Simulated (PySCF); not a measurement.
## Ionisation energy of Tl by level of theory

Tl [Xe] 4f14 5d10 6s2 6p1 (2P) → Tl⁺ [Xe] 4f14 5d10 6s2 (1S), as a difference of total energies. Computed with PySCF 2.14 in aug-cc-pwCVDZ-PP with ECP60MDF, with a scalar-relativistic core potential. Correlated levels: valence and next inner shell: nothing frozen outside the core potential. The calculations carry no spin-orbit coupling.

| method | ionisation energy (eV) |
| --- | --- |
| UHF | 5.001 |
| MP2 (valence and next inner shell) | 5.190 |
| SCS-MP2 (valence and next inner shell) | 5.110 |
| CCSD (valence and next inner shell) | 5.196 |
| CCSD(T) (valence and next inner shell) | 5.202 |

**Question.** How much does correlation contribute at CCSD(T) (valence and next inner shell)?

**Answer.** 5.202 − (5.001) = 0.201 eV, measured against UHF.

Errors of the correlated levels include the incompleteness of this basis.

For comparison: 5.464 eV (measured; NIST levels, between the centres of gravity of the two terms).
